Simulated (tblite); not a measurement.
Compound: C8H16N2.
Geometry (GFN2-xTB, Å), atoms numbered from 1 in this order:
```xyz
26
C8H16N2 angstrom
C      2.4303    0.9194    1.6379
C      1.2055    0.0270    1.4775
N      0.6676    0.1484    0.1315
C      1.3223   -0.7076   -0.8553
C      0.4532   -1.9797   -0.9742
C     -0.7943   -1.6243   -0.1407
N     -0.7143   -0.1842    0.1083
C     -1.4112    0.6022   -0.8672
C     -2.8240    0.9843   -0.5415
C     -1.7380    2.0136   -0.4898
H      3.2387    0.5926    0.9881
H      2.1763    1.9429    1.3778
H      2.7810    0.8908    2.6665
H      0.4192    0.3603    2.1577
H      1.4652   -1.0117    1.7371
H      1.3543   -0.1694   -1.8069
H      2.3452   -0.9262   -0.5523
H      0.9638   -2.8535   -0.5731
H      0.1931   -2.1828   -2.0117
H     -1.7294   -1.8681   -0.6429
H     -0.7733   -2.1354    0.8260
H     -1.1748    0.4075   -1.9141
H     -3.5438    1.0241   -1.3449
H     -3.2244    0.6340    0.3963
H     -1.4090    2.3473    0.4805
H     -1.7004    2.7710   -1.2571
```

Calculated harmonic vibrations of the isolated species, GFN2-xTB (tblite), most abundant isotopes, no scaling. The method is semi-empirical: single wavenumbers can be off by several per cent or more. One conformer, not necessarily the lowest.

Harmonic wavenumbers (cm⁻¹): 42.8, 48.8, 74.6, 101.3, 151.6, 193.8, 220.4, 303.8, 311.7, 388.6, 442.5, 501.3, 692.1, 704.3, 780.6, 802.0, 816.1, 831.0, 855.3, 893.0, 920.2, 961.3, 986.8, 1003.1, 1005.4, 1036.4, 1038.5, 1065.8, 1072.1, 1080.0, 1082.9, 1094.0, 1098.7, 1119.5, 1153.1, 1159.4, 1176.3, 1196.0, 1229.2, 1244.0, 1258.5, 1268.7, 1276.9, 1285.2, 1292.2, 1337.1, 1366.4, 1405.2, 1423.5, 1475.4, 1477.2, 1480.5, 1490.5, 1491.4, 1501.8, 1505.6, 2840.0, 2925.4, 2945.9, 2947.4, 2985.7, 2999.3, 3003.8, 3010.1, 3016.9, 3035.6, 3039.3, 3053.7, 3087.0, 3094.8, 3109.5, 3125.7.

A = 1863, B = 1073, C = 803.0 MHz; mass 140.131 u (most abundant isotopes); point group C1, symmetry number 1.

**Question.** Zero-point energy?

**Answer.** ½Σν̃ = 50717 cm⁻¹ = 145.01 kcal/mol.

**Question.** Entropy at 400 K, 1 bar (ideal gas, RRHO, classical rotation)?

**Answer.** Translation 42.21, rotation 30.56, vibration 44.99: S = 117.8 cal/(mol K).

**Question.** And Cp and H(400 K) − H(0)?

**Answer.** Cp = 56.73 cal/(mol K), of which vibrations give 48.78 (their classical limit is 72 R = 143.1); H(400 K) − H(0) = 12.37 kcal/mol without the zero-point energy, 9.19 from vibrations.

**Question.** Which modes carry the vibrational entropy at 400 K?

**Answer.** 42.8 cm⁻¹: 5.71; 48.8 cm⁻¹: 5.45; 74.6 cm⁻¹: 4.61; 101.3 cm⁻¹: 4.00; 151.6 cm⁻¹: 3.22; 193.8 cm⁻¹: 2.74 cal/(mol K); the other 66 give 19.26 together.

**Question.** How do the functions run with temperature in this model?

**Answer.** 
| T (K) | S (cal/(mol K)) | Cp (cal/(mol K)) | H − H(0) (kcal/mol) | G − H(0) (kcal/mol) | ln q(vib) |
| --- | --- | --- | --- | --- | --- |
| 50 | 60.9 | 14.7 | 0.55 | -2.50 | 0.83 |
| 100 | 72.8 | 20.0 | 1.42 | -5.86 | 2.40 |
| 298.15 | 103.4 | 41.9 | 7.34 | -23.48 | 8.18 |
| 373.15 | 113.9 | 52.9 | 10.89 | -31.63 | 10.31 |
| 500 | 131.9 | 69.8 | 18.71 | -47.22 | 14.01 |
| 750 | 165.1 | 93.8 | 39.39 | -84.41 | 21.51 |
| 1000 | 194.3 | 109.3 | 64.90 | -129.42 | 28.84 |

q(vib) and H(0) count from the zero-point level.

**Question.** What must be added to the electronic energy to get the Gibbs energy at 400 K and 1 bar?

**Answer.** ZPE + [H(400 K) − H(0)] − T·S = 145.01 + 12.37 − 47.10 = 110.28 kcal/mol.

**Question.** Blend soft modes into free rotors: weight 1/[1 + (100 cm⁻¹/ν̃)⁴] for the oscillator and the rest for a rotor with moment μB/(μ + B), μ = h/(8π²ν), B = 10⁻⁴⁴ kg m². What vibrational entropy results?

**Answer.** 40.41 cal/(mol K) in place of 44.99, which changes −T·S at 400 K by +1.83 kcal/mol.

Hindered rotation and anharmonicity are outside this model. Other conformers, if any are populated, would add a mixing term that is left out. The structure is chiral; the term R ln 2 for an equal mix with its mirror image is left out.

Time: 1.3 s wall. Hardware: Arm Neoverse V1, one thread, no GPU (shared host). This covers the Hessian and the dipole derivatives.
